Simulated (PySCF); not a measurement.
# Electron correlation in I³⁷⁺ (iodine, charge +37)

[Ne] 3s2 3p4, high-spin 3P determinant. Calculation: PySCF 2.14, in an uncontracted even-tempered set (18 s from 5.9 bohr⁻², ratio 2.5; 12 p from 7.7 bohr⁻², ratio 2.5; 5 d from 35 bohr⁻², ratio 2.7; 4 f from 52 bohr⁻², ratio 2.7); scalar relativity by spin-free X2C-1e. Frozen: 1s2; 14 electrons correlated; the 21 highest virtual orbitals of each spin left out.

| level | correlation energy (mhartree) |
| --- | --- |
| CCSD | -584.23 |
| (T) | -1.17 |
| CCSD(T) | -585.40 |

Diagnostics: T1 = 0.00064, D1 = 0.0030, largest double amplitude 0.020.

Spin-orbit coupling is strong in this species (close to jj coupling), so the high-spin LS determinant is a model state, not a physical level.

Cost of the coupled-cluster step: of the order of 90 core-seconds, for 14 correlated electrons.

Iterations:

```
CC2 = 0
CCSD nocc = (np.int64(8), np.int64(6)), nmo = (85, 85)
frozen orbitals [[0, 86, 87, 88, 89, 90, 91, 92, 93, 94, 95, 96, 97, 98, 99, 100, 101, 102, 103, 104, 105, 106], [0, 86, 87, 88, 89, 90, 91, 92, 93, 94, 95, 96, 97, 98, 99, 100, 101, 102, 103, 104, 105, 106]]
max_cycle = 100
direct = 0
conv_tol = 1e-08
conv_tol_normt = 1e-06
diis_space = 8
diis_start_cycle = 0
Init t2, MP2 energy = -0.568896381603971
Init E_corr(UCCSD) = -0.568896381604222
cycle = 1  E_corr(UCCSD) = -0.581345088340452  dE = -0.0124487067  norm(t1,t2) = 0.00876859
cycle = 2  E_corr(UCCSD) = -0.583696150722586  dE = -0.00235106238  norm(t1,t2) = 0.00177978
cycle = 3  E_corr(UCCSD) = -0.584237058846527  dE = -0.000540908124  norm(t1,t2) = 0.000389768
cycle = 4  E_corr(UCCSD) = -0.584231248702338  dE = 5.81014419e-06  norm(t1,t2) = 1.70552e-05
cycle = 5  E_corr(UCCSD) = -0.584231248438404  dE = 2.63934097e-10  norm(t1,t2) = 8.41212e-07
UCCSD converged
E(UCCSD) = -5979.577966610477  E_corr = -0.5842312484384041
UCCSD(T) correction = -0.00116865771988035
```

At this charge the one-electron X2C treatment keeps the bare 1/r₁₂, with no two-electron picture change or Breit term. The effect here is smaller than on the frozen 1s shell; and a scalar Hamiltonian misses the large spin-orbit splitting of the p shells, which matters for ns² → np² pairs.

Spin-orbit coupling is strong in this species, so the high-spin LS determinant is a model state.
